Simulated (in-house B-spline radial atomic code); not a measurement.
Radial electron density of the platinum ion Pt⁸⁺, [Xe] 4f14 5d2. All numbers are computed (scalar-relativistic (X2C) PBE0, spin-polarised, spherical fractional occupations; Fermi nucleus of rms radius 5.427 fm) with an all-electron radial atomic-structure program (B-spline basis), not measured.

Caution: exact exchange at fractional occupations of open shells leaves self-interaction of up to several eV.

One-electron X2C: radii and densities carry no picture-change correction, so inner-shell <1/r> comes out high (for 1s by about 2 % at Z = 33, 5 % at 54, 10 % at 75, 30 % at 118) and <r> low.

Columns: r (bohr), 4πr²n(r) (electrons per bohr), bar.

```
0.000316    3.476 #
0.000388    4.606 #
0.000478     6.11 ##
0.000589    8.075 ##
0.000724    10.59 ###
0.000892    13.87 ####
  0.0011    18.08 ######
 0.00135    23.27 #######
 0.00166    29.76 #########
 0.00205    37.86 ############
 0.00252    47.29 ##############
  0.0031    58.18 ##################
 0.00382    70.29 #####################
  0.0047    82.78 #########################
 0.00578    94.65 #############################
 0.00712    104.5 ################################
 0.00876    110.7 ##################################
  0.0108    111.9 ##################################
  0.0133      108 #################################
  0.0163    101.2 ###############################
  0.0201    95.46 #############################
  0.0248    96.48 #############################
  0.0305    107.6 #################################
  0.0375    126.2 ######################################
  0.0462    142.5 ###########################################
  0.0568    144.3 ############################################
  0.0699      130 ########################################
  0.0861      114 ###################################
   0.106    115.3 ###################################
    0.13    130.3 ########################################
   0.161    131.9 ########################################
   0.198    105.2 ################################
   0.243    76.89 #######################
   0.299    75.12 #######################
   0.368    86.15 ##########################
   0.454    78.09 ########################
   0.558    52.63 ################
   0.687    31.41 ##########
   0.846    21.48 #######
    1.04     15.3 #####
    1.28    8.645 ###
    1.58     3.37 #
    1.94   0.9104 
    2.39    0.157 
    2.94  0.01639 
    3.62 0.0008635 
    4.46 1.881e-05
```

On this grid the curve has 4 maxima, near 0.0108, 0.0568, 0.161, 0.368 bohr.

The 5p up radial function P(r) = rR(r), positive near the nucleus:

| r (bohr) | P |
| --- | --- |
| 0.000478 | 0.001176 |
| 0.000724 | 0.002109 |
| 0.0011 | 0.003864 |
| 0.00166 | 0.007124 |
| 0.00252 | 0.0134 |
| 0.00382 | 0.0252 |
| 0.00578 | 0.04685 |
| 0.00876 | 0.08503 |
| 0.0133 | 0.1468 |
| 0.0201 | 0.2291 |
| 0.0305 | 0.3022 |
| 0.0462 | 0.2775 |
| 0.0699 | 0.04618 |
| 0.106 | -0.3253 |
| 0.161 | -0.3693 |
| 0.243 | 0.2327 |
| 0.368 | 0.6213 |
| 0.558 | -0.1767 |
| 0.846 | -1.107 |
| 1.28 | -0.901 |
| 1.94 | -0.2495 |
| 2.94 | -0.0185 |
